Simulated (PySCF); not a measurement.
Species: C2H12NPSi2.
Geometry (GFN2-xTB, Å), atoms numbered from 1 in this order:
```
atom  x, y, z in Å
C1    -0.6950   -0.2190   -1.5967
N2    -0.8175   -0.0744   -0.1715
Si3   -2.0086   -0.9209    0.7359
C4    -0.2005    1.1351    0.3259
Si5    1.7188    1.0829    0.3068
P6     2.3045   -0.8621    1.2412
H7    -1.1511   -1.1541   -1.9122
H8     0.3602   -0.2268   -1.8895
H9    -1.1842    0.6055   -2.1319
H10   -1.5211   -0.9227    2.1141
H11   -2.0574   -2.2565    0.1417
H12   -3.3570   -0.3261    0.7012
H13   -0.5201    1.2843    1.3577
H14   -0.5597    2.0045   -0.2407
H15    2.2282    2.1682    1.1521
H16    2.2568    1.3036   -1.0450
H17    3.5271   -0.9622    0.5976
H18    1.6678   -1.6530    0.3017
```

Computed at PBE0/pcSseg-1 (PySCF, non-relativistic), with Q(14N) = 0.02044 b: N2, 14N (I = 1): χzz = -5.565 MHz, η = 0.346.

Question: Find the zero-field quadrupole resonance frequencies of 14N at N2.

Answer: From ν± = (3/4)|χ|(1 ± η/3) and ν0 = |χ|η/2: ν+ 4.656 MHz, ν− 3.692 MHz, ν0 0.964 MHz (silicon-bound nitrogen).

In a crystal, neighbours and librations shift these lines. The structure is a single GFN2-xTB conformer in the gas phase; no vibrational or solvent corrections. GFN2-xTB bond lengths can be off by several hundredths of an ångström, more for odd bonds, and the gradients follow them. With a basis this small, the couplings can be 20 % off.

The run behind these numbers computed NMR shieldings as well. Time: 98 s wall, 78 s CPU; peak memory 0.84 GiB. Hardware: one thread, Intel Xeon at 2.50 GHz (x86_64), on a shared host.
